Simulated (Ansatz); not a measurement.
Two structures of SiH₂SOF₂, singlet, reached by relaxing down either side of one saddle point (PBE0-D4/def2-TZVP). Energies are electronic, without zero-point energy. Computed with Ansatz 0.2.0 (basis: def2-TZVPP and def2-QZVPP); correlated methods freeze the cores. Extrapolation: Hartree–Fock as exp(−7.88 √X), correlation as X^−2.97. First:

```
atom    x (Å)    y (Å)    z (Å)
 Si1  -0.1587   0.1264   0.4715
  S2   1.5987  -0.8938  -0.0761
  O3  -1.2138   0.3515  -0.7321
  H4  -1.4459  -0.4025  -1.2764
  F5   0.1281   1.5709   1.0307
  F6  -0.7771  -0.7288   1.6477
  H7   1.8687  -0.0238  -1.0654
```

Second:

| atom | x (Å) | y (Å) | z (Å) |
| --- | --- | --- | --- |
| Si1 | -0.6116 | 0.4117 | 0.6204 |
| S2 | 1.1811 | -0.7081 | -0.5130 |
| O3 | -1.5655 | 0.7886 | -0.4906 |
| H4 | 0.3061 | -1.4353 | -1.2325 |
| F5 | 0.3236 | 1.4318 | 1.3926 |
| F6 | -0.8619 | -0.7478 | 1.6713 |
| H7 | 1.2282 | 0.2590 | -1.4483 |

Problem. Which bonds change from the first to the second?

Solution. SiH₂SOF₂ ([OH][Si]([F])([F])[SH]) → SiOF₂ ([O][Si]([F])[F]) + H₂S (still joined by a long Si–S bond); bonds formed: S2–H4; bonds broken: O3–H4; bonds weakened to dative contacts: Si1–S2.

Problem. Give the saddle point's structure and its height above each. (Judge from chemistry; the value comes from the calculation.)

Solution. By the calculation: 228.0 kJ/mol above the first and 21.1 kJ/mol above the second (CCSD(T) at an estimated basis limit (MP2 extrapolated from triple and quadruple zeta, plus CCSD(T) − MP2 in triple zeta)).
```json
{"atom": "Si1", "x (Å)": "-0.5339", "y (Å)": "0.2612", "z (Å)": "0.5857"}
{"atom": "S2", "x (Å)": "1.0492", "y (Å)": "-0.9754", "z (Å)": "-0.6099"}
{"atom": "O3", "x (Å)": "-1.4945", "y (Å)": "0.2571", "z (Å)": "-0.6095"}
{"atom": "H4", "x (Å)": "-0.1776", "y (Å)": "-0.6334", "z (Å)": "-1.2660"}
{"atom": "F5", "x (Å)": "0.2588", "y (Å)": "1.5404", "z (Å)": "1.0641"}
{"atom": "F6", "x (Å)": "-0.7718", "y (Å)": "-0.5798", "z (Å)": "1.8977"}
{"atom": "H7", "x (Å)": "1.6699", "y (Å)": "0.1298", "z (Å)": "-1.0622"}
```

No T1 diagnostic of these runs exceeds 0.015.

Labels in which every atom is bracketed show which atoms are joined, not bond orders.

For scale, one of the runs: CCSD(T)/def2-TZVPP, 205 basis functions, launched by `ansatz run in.yaml --threads 4 --pin off --events-out ev --progress --plain --max-ram 9574MiB`. Hardware: 4 CPU threads of an AMD EPYC, shared host. Wall time 2.5 min; peak host memory 2.7 GiB.
